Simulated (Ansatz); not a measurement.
The cluster Te₃Pd₂, relaxed as a singlet with RKS r2SCAN-D4/def2-SVP in Ansatz, starting from the GFN2-xTB geometry. Force threshold 0.02 eV/Å.

In the def2 sets Pd, Te take a core potential; there is no spin–orbit coupling. The relaxation made no stability test and no search for a lower SCF solution. No other spin state of charge 0 was run. The structure comes from a short search, and lower isomers may exist.

Start:

```tsv
atom	x (Å)	y (Å)	z (Å)
Pd1	-1.660	0.426	-0.625
Pd2	0.525	-0.605	1.182
Te3	0.768	0.283	-1.124
Te4	-0.925	-2.001	-0.479
Te5	1.293	1.897	1.046
```

| step | energy (eV) | largest force component (eV/Å) | SCF passes |
| --- | --- | --- | --- |
| 1 | -28854.4560 | 1.082 | 24 |
| 2 | -28854.4706 | 1.053 | 32 |
| 3 | -28854.5860 | 0.155 | 29 |
| 4 | -28854.6413 | 0.267 | 32 |
| 5 | -28854.7536 | 0.389 | 33 |
| 6 | -28854.8572 | 0.270 | 34 |
| 7 | -28854.8658 | 0.249 | 27 |
| 8 | -28854.8753 | 0.020 | 25 |
| 9 | -28854.8756 | 0.005 | 27 |

Force components are those of the run's own axes.

End:

```xyz
5

Pd   -1.304    0.673   -0.208
Pd    0.558   -0.703    1.180
Te    0.969    0.039   -1.263
Te   -1.010   -1.976   -0.604
Te    0.786    1.967    0.895
```

Bonds formed: Pd1–Te5 (atoms count from 1). The end is the same structure that another start reached, the lowest one found.

No frequencies were taken in this run, so the end may be a saddle point.

It took 38 s on 4 threads of Arm Neoverse V2 on a shared host.
